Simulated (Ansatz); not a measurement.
Species, as SMILES: O=[SiH] (O-SiH), doublet.
Atoms: Si1, O2, H3. Bonds: Si1-O2, Si1-H3.

Basis-set convergence of the lowest harmonic wavenumber at PBE with Ansatz (an electronic-structure program). Each level at its own minimum, finite differences of forces, unscaled; the reference is a large set that could be run, not a limit. Cartesian d functions, on some or all atoms, in 6-31G*, 6-311+G**; all else is spherical. The program fits the integrals of some runs and decomposes those of others, by size. Open shells are unrestricted. No added dispersion term, no relativity. Reference: the value in pcseg-3, 589 cm⁻¹, itself unsure by roughly 2 cm⁻¹ (its mean distance from def2-QZVPP, cc-pV(Q+d)Z, aug-pcseg-2). Deviations are taken from unrounded values.

```json
[
 {"basis": "STO-3G", "functions": "15", "lowest harmonic wavenumber (cm⁻¹)": "615", "minus reference (cm⁻¹)": "25"},
 {"basis": "6-31G", "functions": "24", "lowest harmonic wavenumber (cm⁻¹)": "521", "minus reference (cm⁻¹)": "-68"},
 {"basis": "6-31G*", "functions": "36", "lowest harmonic wavenumber (cm⁻¹)": "596", "minus reference (cm⁻¹)": "6"},
 {"basis": "def2-SVP", "functions": "37", "lowest harmonic wavenumber (cm⁻¹)": "581", "minus reference (cm⁻¹)": "-8"},
 {"basis": "cc-pV(D+d)Z", "functions": "42", "lowest harmonic wavenumber (cm⁻¹)": "575", "minus reference (cm⁻¹)": "-14"},
 {"basis": "6-311+G**", "functions": "59", "lowest harmonic wavenumber (cm⁻¹)": "574", "minus reference (cm⁻¹)": "-15"},
 {"basis": "aug-pcseg-1", "functions": "59", "lowest harmonic wavenumber (cm⁻¹)": "573", "minus reference (cm⁻¹)": "-16"},
 {"basis": "aug-cc-pV(D+d)Z", "functions": "64", "lowest harmonic wavenumber (cm⁻¹)": "572", "minus reference (cm⁻¹)": "-17"},
 {"basis": "6-311++G(2d,2p)", "functions": "72", "lowest harmonic wavenumber (cm⁻¹)": "578", "minus reference (cm⁻¹)": "-11"},
 {"basis": "pcseg-2", "functions": "78", "lowest harmonic wavenumber (cm⁻¹)": "589", "minus reference (cm⁻¹)": "-1"},
 {"basis": "cc-pV(T+d)Z", "functions": "83", "lowest harmonic wavenumber (cm⁻¹)": "587", "minus reference (cm⁻¹)": "-2"},
 {"basis": "def2-TZVPD", "functions": "92", "lowest harmonic wavenumber (cm⁻¹)": "585", "minus reference (cm⁻¹)": "-4"},
 {"basis": "aug-cc-pV(T+d)Z", "functions": "124", "lowest harmonic wavenumber (cm⁻¹)": "584", "minus reference (cm⁻¹)": "-5"}
]
```
